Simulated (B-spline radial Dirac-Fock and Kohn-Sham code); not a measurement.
## Anomalous scattering factors of Re, 6.4039 keV to 53.72 keV

The computed values come from an atomic code on a B-spline grid: the dispersion relation over Dirac-Hartree-Slater subshell photoionisation cross sections, with the Kissel-Pratt high-energy constant (isolated atom, no bound-bound lines or fine structure). The forward scattering factor is f₀ + f′ + i f″.

Edges near this range: L1 12527.0 eV, L2 11959.0 eV, L3 10535.0 eV.

```tsv
hν (eV)	λ (Å)	f′ (e)	f″ (e)	tabulated f′	tabulated f″
6403.9	1.936	-4.118	8.624	-4.14	8.18
6662	1.861	-4.229	8.114	-4.25	7.70
6930.3	1.789	-4.364	7.631	-4.39	7.26
7551	1.642	-4.753	6.674	-4.77	6.39
8047.8	1.541	?	?	?	?
9251.7	1.340	-6.559	4.839	-6.65	4.69
12000	1.033	-9.550	11.410	-9.29	11.24
12010	1.032	-9.324	11.385	-9.27	11.23
15000	0.8266	-2.109	9.303	-2.15	9.14
16300	0.7606	-1.357	8.151	-1.38	7.99
17479.3	0.7093	-0.951	7.286	-0.98	7.13
20870	0.5941	-0.454	5.454	-0.48	5.35
22162.9	0.5594	-0.394	4.938	-0.42	4.85
23610	0.5251	-0.369	4.444	-0.39	4.38
24209.8	0.5121	-0.368	4.262	-0.39	4.20
28470	0.4355	-0.447	3.243	-0.47	3.19
29700	0.4175	-0.485	3.018	-0.51	2.96
30000	0.4133	-0.495	2.966	-0.52	2.91
37690	0.3290	-0.781	2.005	-0.80	1.95
40000	0.3100	-0.870	1.808	-0.89	1.76
44750	0.2771	-1.054	1.487	-1.08	1.45
51000	0.2431	-1.303	1.182	-1.32	1.16
53720	0.2308	-1.421	1.078	-1.44	1.06
```

Q: What are f′ and f″ at Cu Kα (8047.8 eV)?

A: f′ = -5.144 and f″ = 6.037 electrons (tables: -5.17 and 5.83). By the optical theorem f″ corresponds to a photoabsorption cross section 2 rₑ λ f″ = 52400 b.

Tabulated f′: xraylib 4.2 anomalous scattering factors (Cullen et al., EPDL97); f″: Chantler's tables (J. Phys. Chem. Ref. Data 1995 and 2000). Both are theoretical tables.
